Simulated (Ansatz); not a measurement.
Coupled-cluster diagnostics for Sn(tBu)Me3 (C7H18Sn), Ansatz.

Geometry of the singlet (PBE-D4/def2-SVP):

```xyz
26

Sn   -0.073   -0.516    0.860
C     0.087    0.623   -1.038
C     0.439   -0.356   -2.164
C     1.189    1.678   -0.880
C    -1.263    1.297   -1.316
H     0.526    0.181   -3.139
H     1.410   -0.865   -1.987
H    -0.335   -1.141   -2.295
H     2.178    1.221   -0.662
H     0.965    2.399   -0.066
H     1.304    2.270   -1.818
H    -1.553    2.003   -0.509
H    -2.084    0.557   -1.428
H    -1.221    1.885   -2.263
C    -0.338    0.874    2.517
H    -0.479    0.318    3.464
H    -1.228    1.511    2.345
H     0.552    1.526    2.617
C     1.750   -1.673    1.161
H     2.635   -1.008    1.136
H     1.856   -2.436    0.365
H     1.721   -2.186    2.142
C    -1.784   -1.862    0.753
H    -1.684   -2.542   -0.116
H    -2.722   -1.283    0.646
H    -1.848   -2.473    1.675
```

In the def2 sets Sn takes a core potential; there is no spin–orbit coupling. Correlated methods freeze 11 core orbitals; core or outer-core shells of Sn are correlated, in sets that lack core-valence functions.

Q: Estimate the CCSD(T) correlation energy, the shares of MP2 and (T), T1 and the reference's ⟨S²⟩ for: charge 0, singlet, own geometry in def2-TZVP; and the rough time on 2 threads of AMD EPYC 7R13 on a shared host and a share (18 GiB) of an NVIDIA H100 80GB HBM3.

A: 
| state | basis | correlation (eV) | MP2 share (%) | (T) share (%) | T1 | ⟨S²⟩ (pure) | wall time |
| --- | --- | --- | --- | --- | --- | --- | --- |
| charge 0, singlet, own geometry | def2-TZVP | -46.221 | 91.3 | 3.7 | 0.010 | 0.00 (0.00) | 29 s |
Customary marks for T1 are 0.02 (closed shells), 0.045 (open shells) and about 0.05 (3d metals). T1 stays under 0.02 throughout.
